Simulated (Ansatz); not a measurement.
Program: Ansatz.

input.yaml

```yaml
accuracy: low
crystal:
  lattice:
    - [9.129806, 0.0, 0.0]
    - [0.0, 9.129806, 0.0]
    - [0.0, 0.0, 9.129806]
  atoms:
    - { symbol: C, position: [0.74052912, 0.94604413, 0.05845752] }
    - { symbol: F, position: [0.69219149, 0.96072795, 0.19729282] }
    - { symbol: F, position: [0.68394092, 1.07291025, -0.01479851] }
    - { symbol: F, position: [0.8862641, 0.9257477, 0.05172802] }
    - { symbol: F, position: [0.68755624, 0.82505999, 0.00325645] }
    - { symbol: C, position: [0.4097458, 0.61015282, 0.40283631] }
    - { symbol: F, position: [0.46249051, 0.48098822, 0.43927793] }
    - { symbol: F, position: [0.37965616, 0.67853809, 0.51303882] }
    - { symbol: F, position: [0.49295825, 0.68690461, 0.29673037] }
    - { symbol: F, position: [0.29485949, 0.59526027, 0.32272538] }
    - { symbol: C, position: [0.54208183, 0.99828997, 0.65077276] }
    - { symbol: F, position: [0.62406305, 1.10521373, 0.68816341] }
    - { symbol: F, position: [0.51719156, 0.90049013, 0.76004432] }
    - { symbol: F, position: [0.39788042, 1.03544955, 0.61180313] }
    - { symbol: F, position: [0.60330237, 0.91530833, 0.54148234] }
    - { symbol: C, position: [0.92710963, 0.25240997, 0.21793267] }
    - { symbol: F, position: [0.78081529, 0.27664936, 0.24612536] }
    - { symbol: F, position: [0.94967395, 0.15738498, 0.31823124] }
    - { symbol: F, position: [0.96925051, 0.18370099, 0.09019636] }
    - { symbol: F, position: [1.00304506, 0.36976216, 0.22930405] }
    - { symbol: C, position: [0.03138455, 0.9694929, 0.69905409] }
    - { symbol: F, position: [0.10817505, 1.01758612, 0.813628] }
    - { symbol: F, position: [0.04859276, 0.83866006, 0.67590322] }
    - { symbol: F, position: [-0.11283516, 0.9934648, 0.74819694] }
    - { symbol: F, position: [0.07464237, 1.03863683, 0.58635072] }
    - { symbol: Cl, position: [0.23752258, 0.48844141, 0.72126636] }
    - { symbol: H, position: [0.29856294, 0.3671754, 0.69298448] }
    - { symbol: Cl, position: [0.55655934, 0.36544647, 0.9326099] }
    - { symbol: H, position: [0.57200809, 0.47596835, 0.84775848] }
    - { symbol: Cl, position: [0.97383146, 0.71533117, 0.42427622] }
    - { symbol: H, position: [0.96919027, 0.58088496, 0.40846221] }
    - { symbol: Cl, position: [0.46102576, 0.20353843, 0.30570597] }
    - { symbol: H, position: [0.52182482, 0.26548019, 0.41911416] }
    - { symbol: Cl, position: [0.99224138, 0.63039054, 1.03122452] }
    - { symbol: H, position: [1.03668096, 0.63072158, 1.16936655] }
    - { symbol: Cl, position: [0.79416745, 0.5963166, 0.73820799] }
    - { symbol: H, position: [0.76742211, 0.72457307, 0.78570986] }
basis:
  ecutwfc: 500.0
kpoints:
  mp_grid: { grid: [1, 1, 1] }
hamiltonian:
  xc: r2scan
  dispersion: d3bj
scf:
  occupations: { method: fermi_dirac, width: 0.05 }
  lower_state_search: "off"
  max_iter: 91
md:
  timestep: 7.5
  n_steps: 70
  ensemble: nve
  temperature: 1500.0
  initial_velocities: maxwell_boltzmann
  seed: 273020
```

Launched with:

```bash
$ ansatz run input.yaml --threads 4 --pin off --max-ram 10240MiB --backend cpu --events-out ev --progress --plain --runs-dir out
```

Task: What happens?

Result: No converged result was reached.

```
[...]
Error: refused after 38 iterations: one_centre_occupation = 2.01e0 (threshold 2.00e0); read on the F atom at site 13 (counted from 0), in its partial waves of l = 2. The loop had accepted its state. The figure is how many electrons the atom's PAW partial-wave expansion lays in one spin orbital inside its sphere. Of a state that the partial waves describe, at an atom whose sphere does not reach far into another's, it is at most what a level can hold: about one, and more with the corrected …
```
